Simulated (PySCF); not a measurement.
**Xenon: highly charged ions in a basis for the neutral atom**

Xe¹³⁺ [Kr] 4d5, Xe¹⁴⁺ [Kr] 4d4. Calculation: PySCF 2.14, in def2-SVP with the def2 core potential (28 electrons) (6s5p3d2f, 50 functions); scalar relativity through the core potential. No spin-orbit coupling, so a gap to NIST mixes the basis error with missing relativistic terms.

Changed run: basis of the neutral atom used for a highly charged ion. This setting is unsound on purpose.

```json
{"species": "Xe¹³⁺", "method": "UHF", "sound run (hartree)": "not run", "changed run (hartree)": "-270.64948", "converged": "yes"}
{"species": "Xe¹³⁺", "method": "TPSS", "sound run (hartree)": "not run", "changed run (hartree)": "-271.07413", "converged": "yes"}
{"species": "Xe¹³⁺", "method": "PBE", "sound run (hartree)": "not run", "changed run (hartree)": "-271.08660", "converged": "yes"}
{"species": "Xe¹⁴⁺", "method": "UHF", "sound run (hartree)": "not run", "changed run (hartree)": "-258.86978", "converged": "yes"}
{"species": "Xe¹⁴⁺", "method": "TPSS", "sound run (hartree)": "not run", "changed run (hartree)": "-259.31310", "converged": "yes"}
{"species": "Xe¹⁴⁺", "method": "PBE", "sound run (hartree)": "not run", "changed run (hartree)": "-259.31724", "converged": "yes"}
```

Ionisation energy of Xe¹³⁺:

```json
{"method": "UHF", "changed run (eV)": "320.54", "NIST (eV)": "314 ± 3"}
{"method": "TPSS", "changed run (eV)": "320.03", "NIST (eV)": "314 ± 3"}
{"method": "PBE", "changed run (eV)": "320.26", "NIST (eV)": "314 ± 3"}
```

The contracted functions were made for the neutral atom and can be too rigid for a highly charged ion.
